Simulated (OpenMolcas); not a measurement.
An atom or ion with 39 electrons was computed by SS-CASPT2, IPEA 0.25 Eh, imaginary shift 0.1 Eh with spin-orbit coupling (OpenMolcas, ANO-RCC-VTZP, DKH2). The lowest levels that the run gave, each within 12 % of the measured value where one is at hand:

| J | Parity | E (cm-1) | g |
| --- | --- | --- | --- |
| 3/2 | even | 0.0 | 0.403 |
| 5/2 | even | 307 | 1.029 |
| 7/2 | even | 738 | 1.238 |
| 9/2 | even | 1272 | 1.334 |
| 3/2 | even | 2820 | 0.440 |
| 5/2 | even | 3200 | 1.037 |
| 7/2 | even | 3660 | 1.238 |
| 3/2 | even | 4030 | 0.789 |
| 9/2 | even | 4150 | 1.332 |
| 5/2 | even | 4240 | 1.173 |
| 5/2 | even | 5550 | 0.880 |
| 1/2 | even | 5600 | 0.678 |

Question: Which ion is it, and what are the configurations and terms?

Answer: Zr+ (Z = 40, charge +1; active space 3 electrons in 6 orbitals (4d 5s)). J, parity and g give the terms where levels are pure, and mixed ones are named by the computed weights; the size of the splittings, set against known spectra of the 39-electron sequence, gives the charge. In order, with the measured energies in cm-1 (NIST Handbook of Basic Atomic Spectroscopic Data): 4d2 5s 4F 3/2, 4d2 5s 4F 5/2 (315), 4d2 5s 4F 7/2 (763), 4d2 5s 4F 9/2 (1323), 4d3 4F 3/2 (2572), 4d3 4F 5/2 (2895), 4d3 4F 7/2 (3300), 4d2 5s 2D 3/2(1), 4d3 4F 9/2 (3758), 4d2 5s 2D 5/2(1), 4d2 5s 2F 5/2 (5753), 4d3 2P 1/2.

Term energies are means over components that CASPT2 splits; among the terms shown or strongly mixed into the levels shown the widest spread is 540 cm-1 (4d2 5s 2F). Over all roots computed the reference weight is 0.87 to 0.93; the roots of lowest weight are the least certain, and an intruder state may touch them. Terms from blocks run as CI alone lack orbitals of their own. Configurations are named by rounded mean occupations; where the s occupation lies near a half they are strongly mixed, a name can repeat and a true partner stay unpaired. A single d shell beside an s shell can misplace configurations of different d count against each other. The CASPT2 spread within a term exceeds the gap to the next term for 4d2 5s 2F and 4d3 2P, so the order of their levels is uncertain. Measured partners are found by configuration, term and J. A level has none where our copy of the source lacks it or the pairing is in doubt (some pairs that miss far off the trend of their configuration count as doubtful), and it then counts in no deviation. Only configurations of the active space appear.

A number in round brackets counts repeated terms of one configuration in the order of the reference energies.
